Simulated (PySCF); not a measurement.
## Core-level binding energies of `C[Se]c1ccc(C)cc1`

Species: C₈H₁₀Se.
Numbering: `[CH3:1][Se:2][c:3]1[cH:4][cH:5][c:6]([CH3:7])[cH:8][cH:9]1`

Structure used (PBE0-D3(BJ)/def2-SVP), in Å, numbered top down from 1:
```xyz
19
C8H10Se angstrom
C      3.7692   -0.6016    0.0727
Se     2.9060    1.0441   -0.4633
C      1.0819    0.5720   -0.1977
C      0.1162    1.5190   -0.5626
C     -1.2363    1.2494   -0.3906
C     -1.6761    0.0311    0.1433
C     -3.1389   -0.2694    0.2934
C     -0.7018   -0.9029    0.5055
C      0.6585   -0.6454    0.3415
H      3.5928   -0.8165    1.1355
H      3.4347   -1.4420   -0.5507
H      4.8441   -0.4423   -0.0865
H      0.4244    2.4797   -0.9846
H     -1.9707    2.0066   -0.6801
H     -3.5436   -0.7403   -0.6186
H     -3.3251   -0.9617    1.1275
H     -3.7224    0.6454    0.4730
H     -1.0100   -1.8618    0.9324
H      1.3807   -1.4049    0.6450
```

Computed, not measured: delta-SCF UKS SCAN, pcX-2 on the ionised atom, pcseg-1 elsewhere, spin-free X2C in PySCF. Binding energies are ΔSCF values: E(core-ionised, relaxed orbitals) − E(ground state) at a fixed geometry, referred to the vacuum level.

Task: List the computed XPS lines with their assignment.

Result: 
```tsv
atom(s)	environment	level	binding energy (eV)	above the level's lowest (eV)	count
C1	sp3 carbon bound to selenium	C 1s	291.01	+1.15	1
C3	substituted aromatic carbon	C 1s	290.35	+0.49	1
C4/C9	aromatic CH carbon	C 1s	289.86	0.00	2
C5/C8	aromatic CH carbon	C 1s	289.90	+0.04	2
C6	substituted aromatic carbon	C 1s	289.90	+0.04	1
C7	benzylic-type carbon	C 1s	290.59	+0.73	1
```

The listed C 1s values span 1.15 eV, from C4/C9 (bonded to 2 C (aromatic in the SMILES) and H) to C1 (bonded to Se and 3 H). The widest gap between neighbouring values is 0.45 eV, between 289.90 and 290.35 eV. Summing the Pauling electronegativity differences to the bonded atoms, each weighted by its formal bond order, gives -0.35 for the lowest site and -1.05 for the highest; the largest sum, 0.00, belongs to C3, 0.66 eV below the top. The smallest sum, -1.05, belongs to C7, 0.73 eV above the lowest. The values 289.86, 289.90 and 289.90 eV lie too close for their order to be trusted.

Task: What is the longest wavelength that can ionise C 1s of C6 vertically?

Result: λ = hc/E = 12398.42 eV Å / 289.90 eV = 42.768 Å.

Task: Which photon energy gives electrons from C 1s of C6 a kinetic energy of 200 eV, and what is their de Broglie wavelength?

Result: hν = 289.90 + 200 = 489.90 eV, recoil neglected; λ = 12.264 Å/√(E/eV) = 0.87 Å.

One atom of each set of topologically equivalent atoms was ionised and stands for the set; in this conformer not all members are related by symmetry, and their own values weren't computed. Spin contamination (⟨S²⟩ against 0.75 for a pure doublet) is marked for C 1s of C3 (0.86), which makes this value less certain. No level of selenium is listed. The structure is a single PBE0-D3(BJ)/def2-SVP conformer in the gas phase; no vibrational or solvent corrections.
